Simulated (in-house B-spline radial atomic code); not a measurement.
A run on an ion of nuclear charge 65 with 65.5 electrons that did not converge. Method: scalar-relativistic (X2C) B97-1, spin-polarised, spherical fractional occupations, Fermi nucleus of rms radius 5.06 fm; computed with a B-spline radial code for spherical atoms.

Command:
```bash
python run_scf.py task.json out
```
Settings (nuclear radius in fm, mass in u):
```
Z                65
configuration    [Xe] 4f9.5 6s2
hamiltonian      x2c
method           b97_1
spin_polarised   True
nucleus          fermi
rms_radius       5.06
atomic_mass      158.92535
speed_of_light   137.035999084
```

First and last ten iterations of the last attempt (damped for 15 steps, keeping 80 % of the old Fock matrix, then DIIS):
```
 iter        energy (Eh)    residual
    1      -11663.768851    7.04e-01
    2      -11664.957286    1.29e+00
    3      -11686.297867    8.20e-01
    4      -11697.794033    4.96e-01
    5      -11703.544770    3.11e-01
    6      -11706.190198    2.04e-01
    7      -11707.312436    1.27e-01
    8      -11707.768195    7.88e-02
    9      -11707.962376    5.48e-02
   10      -11708.057708    4.11e-02
  111      -11706.092997    1.42e-01
  112      -11706.070229    1.42e-01
  113      -11706.066395    1.43e-01
  114      -11706.047559    1.44e-01
  115      -11665.539060    5.56e-01
  116      -11706.048841    1.44e-01
  117      -11662.741905    5.58e-01
  118      -11662.798105    5.56e-01
  119      -11706.299874    1.32e-01
  120      -11708.040084    4.31e-02
 not converged after 120 iterations
```

The smallest residual met was 3.0e-02; the threshold is about 6e-07. No energy from this run should be used. The likely cause: this method binds the added charge weakly or not at all at the basis-set limit, so charge moves back and forth between the atom and the box. Time taken, with all properties: 8.3 s on 1 thread of Arm Neoverse N1, with other jobs on the host.
